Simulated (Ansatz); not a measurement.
Relaxation of CH₃FSSi (7 atoms, charge 0, multiplicity 1), to a largest force component of 0.02 eV/Å in at most 50 steps.

Theory: RKS B3LYP/def2-SVPD in Ansatz.

```xyz
7
Properties=species:S:1:pos:R:3
C -0.462 0.695 -0.052
S 0.966 0.469 0.936
Si 1.480 -1.555 0.466
F 0.512 -2.109 -0.574
H -1.301 0.036 0.205
H -0.873 1.775 0.097
H 1.342 1.749 1.293
```

Problem. Where does it end, and by what steps?

Solution. It converged. After 36 steps the energy has fallen by 3.401 eV; H7 moved furthest, 2.26 Å. Parted: S2–H7. Joined: Si3–H7.

```tsv
step	energy less start (eV)	largest force component (eV/Å)	accepted
0	0.0000	4.919	yes
2	-1.2395	0.805	yes
4	-1.4599	0.309	yes
6	-1.5580	1.080	yes
8	-1.6781	0.998	yes
10	-1.8191	0.323	yes
12	-1.8641	0.222	yes
14	-1.9099	0.719	yes
16	-2.1743	1.040	yes
18	-2.7659	0.916	yes
20	-3.1605	0.319	yes
22	-3.2949	0.708	yes
24	-3.2030	1.543	no
26	-3.3932	0.270	yes
28	-3.4000	0.136	yes
30	-3.4009	0.046	yes
32	-3.4011	0.037	yes
34	-3.4011	0.032	yes
36	-3.4011	0.016	yes
```

```xyz
7
Properties=species:S:1:pos:R:3
C -1.043 0.786 0.265
S -0.009 0.489 1.496
Si 1.553 -1.046 0.781
F 1.284 -0.891 -0.874
H -2.000 1.267 0.477
H -0.803 0.493 -0.760
H 2.681 -0.039 0.986
```

Run time: 56 s on 2 threads of Intel(R) Xeon(R) 6975P-C (Granite Rapids) (shared host), peak memory 0.29 GiB.
